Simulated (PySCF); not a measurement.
Electron detachment from `[O]=[V-](=[O])([OH])[OH]` ([H2O4V]-)

Molecule: `[O]=[V-](=[O])([OH])[OH]` ([H2O4V]-). Optimised structure (Å), atoms numbered from 1:
```
V     0.3166    0.0729    0.2107
O     0.3208    0.0443    1.8439
O     1.7856    0.4285   -0.4091
O    -0.9009    1.3624   -0.3747
H    -0.5630    1.7632   -1.1975
O    -0.2201   -1.6035   -0.4118
H    -0.7298   -2.0547    0.2871
```

Level of theory: B3LYP-D3(BJ)/ma-def2-SVP single points in PySCF, grid level 2; every species was optimised with BP86-D3(BJ)/ma-def2-SVP. Thermal corrections: GFN2-xTB frequencies, unscaled, ideal gas at 298.15 K and 1 bar, quasi-RRHO entropy. These were taken at the GFN2-xTB minima.

Frontier levels of the parent: HOMO -2.72 eV, LUMO 2.47 eV.

Oxidation to the radical:
| Property | Result |
| --- | --- |
| Vertical detachment energy (electronic) | 4.95 eV |
| Adiabatic detachment energy (with zero-point energy) | 4.50 eV |
| Adiabatic, electronic part | 4.47 eV |
| Vertical gap at the product's structure | 3.92 eV |
| Inner reorganisation energy (four-point) | 1030 meV |
| Relaxation of product / of parent | 479 / 551 meV |
| ⟨S²⟩ of the product | 0.828 |
| Largest spin populations | O3 0.74, O2 0.61, V1 -0.38 |
| Largest changes of atomic charge | O3 0.31, O2 0.30, O6 0.13, O4 0.13 |
| Distances that move most (Å) | V1–O4 1.868 → 1.782; V1–O6 1.867 → 1.782; V1–O3 1.634 → 1.674; V1–O2 1.633 → 1.646 |

Caveats: ma-def2-SVP is a small basis, whose errors can reach tens of kJ/mol; spin-orbit coupling is left out of the energies, which matters for open shells on the heavier atoms; O2 and O3 are equivalent in the parent, but the relaxed radical is symmetry-broken (C2 to Cs), which is often an artefact of the method; its spin populations, distances and adiabatic value belong to that structure.
